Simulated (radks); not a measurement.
The cobalt ion Co9+, configuration [Ar]. Calculated with a radial shooting solver on a logarithmic mesh with Libxc functionals: scalar-relativistic Kohn-Sham, LDA (Slater exchange, Perdew-Wang correlation), spin-polarised, spherical densities, finite nucleus; Fermi nuclear charge, rms radius 3.7875 fm.

Radial electron density D(r) = 4 pi r^2 rho(r):

r (bohr)  D(r) (e/bohr)
0.00463           3.069
0.005179          3.711
0.005793          4.472
0.006479          5.368
0.007247          6.415
0.008171          7.723
0.00914           9.131
0.01022           10.73
0.01143           12.52
0.01289           14.65
0.01442           16.81
0.01613           19.11
0.01804           21.49
0.02018           23.89
0.02275           26.37
0.02545           28.50
0.02846           30.31
0.03184           31.69
0.03561           32.53
0.04015           32.76
0.04491           32.34
0.05023           31.37
0.05618           30.01
0.06284           28.50
0.07085           27.06
0.07925           26.24
0.08864           26.20
0.09915           27.12
0.1109            28.94
0.125             31.58
0.1399            34.15
0.1564            36.16
0.175             36.95
0.1957            36.02
0.2207            32.97
0.2468            28.51
0.2761            23.24
0.3088            18.13
0.3454            14.14
0.3894            11.79
0.4356            11.43
0.4872            12.32
0.5449            13.54
0.6144            14.21
0.6872            13.62
0.7686            11.82
0.8597            9.196
0.9616            6.374
1.084             3.751
1.213             1.992
1.356            0.9140
1.517            0.3577
1.697            0.1175
1.913           0.02874
2.14           0.006185
2.394          0.001049

D(r) has 3 maxima, at r = 0.0392, 0.175, 0.619 bohr, and minima at 0.0845, 0.422 bohr, inside which lie 2.11, 10.38 electrons.
